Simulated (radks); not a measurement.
Polarisability of neutral chlorine, [Ne] 3s2 3p5, at imaginary frequency. Calculated with a radial shooting solver on a logarithmic mesh with Libxc functionals: scalar-relativistic Kohn-Sham, LDA (Slater exchange, Perdew-Wang correlation), spin-polarised, spherical densities, finite nucleus; open shells are filled with parallel spins first; Fermi nuclear charge, rms radius 3.3654 fm. Response by self-consistent Sternheimer equations with the Hartree and adiabatic LDA kernel, the relativistic mass of each level held fixed and spin-orbit coupling left out.

| w (hartree) | alpha1(iw) (bohr^3) |
|---|---|
| 0.00266 | 15.84 |
| 0.0143 | 15.82 |
| 0.0360 | 15.75 |
| 0.0697 | 15.50 |
| 0.118 | 14.93 |
| 0.186 | 13.82 |
| 0.280 | 12.04 |
| 0.413 | 9.660 |
| 0.605 | 7.000 |
| 0.892 | 4.499 |
| 1.35 | 2.526 |
| 2.12 | 1.224 |
| 3.59 | 0.5051 |
| 6.94 | 0.1703 |
| 17.5 | 0.03750 |

Static values: alpha1 = 15.84 bohr^3 (2.347 angstrom^3; uncoupled 23.76). C6 = 100.8, triple-dipole C9 = 1155 atomic units. One-pole (London) frequency 4 C6 / (3 alpha1^2) = 0.536 hartree, against 0.304 for minus the highest occupied eigenvalue. Recommended static value: 14.6 bohr^3 (Schwerdtfeger and Nagle, 2023 table).
